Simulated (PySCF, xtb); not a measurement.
1,2,4-triazole (C₂H₃N₃), SMILES c1nc[nH]n1.

Geometry: TPSSh-D3(BJ)/def2-SVP.

These are C-PCM-ωB97X/def2-SVP in PySCF values and carry that method's errors.

The values are the electrostatic part of the solvation free energy, E(continuum) − E(gas) at the gas-phase geometry, in a cavity of scaled van der Waals radii (PySCF's table); cavitation and dispersion terms are not included. In vacuum the orbital gap is 12.61 eV. The dipole moment in vacuum is 3.00 D.

**Question.** Estimate the values in water (ε = 78.36), methanol (ε = 32.61), acetonitrile (ε = 35.69). (Estimate from the structure and the level; the computed values follow.)

**Answer.** 
| solvent | ε | ΔG(elec) (kcal/mol) | dipole (D) | gap (eV) |
|---|---|---|---|---|
| water | 78.36 | -9.7 | 3.89 | 12.69 |
| methanol | 32.61 | -9.4 | 3.87 | 12.69 |
| acetonitrile | 35.69 | -9.5 | 3.87 | 12.69 |

For comparison, GFN2-xTB/ALPB(water) (xtb, at the GFN2-xTB geometry, all terms of that model) gives -7.8 kcal/mol.
